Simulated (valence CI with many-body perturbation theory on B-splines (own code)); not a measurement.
## Au⁷²⁺ in brief

Method: relativistic CI+MBPT: five valence electrons over a frozen Dirac-Fock core [He], radial functions for each j: 11 s, 11 p, 10 d, 8 f, 5 g, 2 h, with the one-electron correlation potential Σ1 (screened to all orders), the two-electron term Σ2, the three-electron term Σ3, Breit, model QED; selected single and double excitations, second order for the rest, scaled by the run's own slope (own B-spline code, finite nucleus).

No measured spectrum was set against this ion. As an estimate, large intervals hold to a few tenths of a per cent, small ones and those within an open d or f shell to about a per cent. Among the levels kept, up to 7600 cm⁻¹ of a level comes from second order outside the variational space, and about a tenth of that is noise between levels of different J, which matters for small intervals.

Levels are named by their leading jj configuration (3d3/2^4 stands for four electrons in 3d with j = 3/2), which in mixed levels can hold well under half, so a name can repeat and another be missing.

Rates and lifetimes use the calculated energies. Strong lines usually hold to 10 to 20 %, long lifetimes can be off by a factor of two.

Question: What is the ground level?

Answer: (2s^2 2p1/2^2 2p3/2) J=3/2, composition 49 % 2s²2p³ ²P° + 27 % 2s²2p³ ²D° + 24 % 2s²2p³ ⁴S°, g = 1.304.

Question: How well does LS coupling describe the low levels?

Answer: Among the lowest 20 levels the leading LS term, summed over configurations, holds 63 % on average. For single configurations the figures are 63 % in LS and 100 % in jj coupling. Terms mix most in the J = 3/2 level at 10732 eV, where the leading one holds 35 %.

Question: Where does the other parity begin?

Answer: At (2s 2p1/2^2 2p3/2^2) J=5/2, 2273 eV.

Question: What is the ionisation energy?

Answer: 19155 eV; NIST lists 19150 ± 70 eV (theoretical).

Question: Name the longest-lived excited levels whose lifetime is computed, and their main decay.

Answer: (2s^2 2p1/2 2p3/2^2) J=5/2 at 1911 eV lives 93.7 ps, mostly by M1 to (2s^2 2p1/2^2 2p3/2) J=3/2; (2s^2 2p1/2 2p3/2^2) J=1/2 at 1970 eV lives 29.6 ps, mostly by M1 to (2s^2 2p1/2^2 2p3/2) J=3/2; (2s^2 2p1/2 2p3/2^2) J=3/2 at 1887 eV lives 16.2 ps, mostly by M1 to (2s^2 2p1/2^2 2p3/2) J=3/2.

Question: Among levels below 15452 eV, which E1 lines absorb most strongly from the ground level?

Answer: to (2s^2 2p1/2^2 3d5/2) J=5/2 at 0.1129 nm, f = 0.549; to (2s^2 2p1/2 2p3/2 3d3/2) J=5/2 at 0.09706 nm, f = 0.503; to (2s^2 2p1/2 2p3/2 3d3/2) J=3/2 at 0.09702 nm, f = 0.300.
